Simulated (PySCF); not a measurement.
C2H3O3, SMILES COC([O])=O (connectivity only; charge and spin as stated), charge -1, multiplicity 1. Atoms are numbered in the order given.

```xyz
8

C     -0.0339    -1.7584     0.0000
O     -0.7432    -0.5474     0.0000
C      0.0618     0.6591     0.0000
O     -0.6267     1.6862     0.0000
O      1.2928     0.4719     0.0000
H      0.6152    -1.8599    -0.8878
H      0.6152    -1.8599     0.8878
H     -0.7808    -2.5698     0.0000
```
Charge -1, spin multiplicity 1.

Coordinates come from a B3LYP-D3(BJ)/def2-SVPD optimisation. The spin state was assumed, not searched. The isomer is the one that the SMILES or the coordinates give; other isomers of the formula were not compared.

Computed with PBE/pcSseg-1 in PySCF.

GIAO shieldings, no solvent; atoms listed in one row are averaged. δ = σ(ref) − σ: ¹³C against TMS (σ = 182.0 ppm); ¹⁷O against H2O (σ = 334.3 ppm); ¹H against TMS (σ = 31.49 ppm), references at their B3LYP-D3(BJ)/def2-TZVP geometries, non-relativistic.

Computed chemical shifts:
```json
[
 {"nucleus": "¹³C", "atoms": "C3", "count": "1", "δ (ppm)": "159.4"},
 {"nucleus": "¹³C", "atoms": "C1", "count": "1", "δ (ppm)": "55.2"},
 {"nucleus": "¹⁷O", "atoms": "O4", "count": "1", "δ (ppm)": "244.5"},
 {"nucleus": "¹⁷O", "atoms": "O5", "count": "1", "δ (ppm)": "241.4"},
 {"nucleus": "¹⁷O", "atoms": "O2", "count": "1", "δ (ppm)": "153.2"},
 {"nucleus": "¹H", "atoms": "H6, H7, H8", "count": "3", "δ (ppm)": "3.39"}
]
```
